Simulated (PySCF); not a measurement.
# Molecular orbitals of CuS

PBE0 at R = 2.056 Å; basis Cu cc-pVDZ-PP with ECP10, S cc-pV(D+d)Z; scalar-relativistic core potentials; PySCF 2.14. State: ⁴Σ⁻ (quartet), unpaired electrons σ ↑, π ↑↑, a second solution, started from another occupation. Only the outer orbitals are listed, counted within each symmetry, core potentials removing the inner ones.

```csv
spin,orbital,occ.,ε (eV),on Cu (%),main shells (%)
α,4π,1,-9.25,25,"75 S p, 23 Cu d"
α,4π,1,-9.25,25,"75 S p, 23 Cu d"
α,8σ,1,-9.05,59,"41 S p, 40 Cu d, 17 Cu s"
α,9σ,1,-4.78,90,"69 Cu s, 20 Cu p, 10 S p"
α,5π,0,-0.07,98,98 Cu p
α,5π,0,-0.07,98,98 Cu p
β,1δ,1,-9.58,100,100 Cu d
β,1δ,1,-9.56,100,100 Cu d
β,3π,1,-8.96,78,"77 Cu d, 21 S p"
β,3π,1,-8.96,78,"77 Cu d, 21 S p"
β,8σ,1,-8.41,56,"44 S p, 34 Cu d, 20 Cu s"
β,4π,0,-4.90,28,"72 S p, 23 Cu d"
β,4π,0,-4.90,28,"72 S p, 23 Cu d"
β,9σ,0,-1.65,91,"79 Cu s, 10 Cu p, 9 S p"
```

Problem. Which are the highest filled and the lowest empty level, where do they sit, and how wide is the gap?

Solution. Highest filled α 9σ at -4.78 eV (in %: 69 Cu s, 20 Cu p, 10 S p); lowest empty β 4π at -4.90 eV (in %: 72 S p, 23 Cu d); the gap at PBE0 is -0.12 eV.

* bond order (Mayer): 1.45
* ⟨S²⟩: 3.764
* charge on Cu (Mulliken, basis-dependent): -0.03
* charge on Cu (Löwdin, basis-dependent): -0.30
* dipole moment (positive dipole means Cu(−)S(+)): 1.36 D

Counting both spins, an empty level lies below a filled one in this solution, because spin and occupation are held.
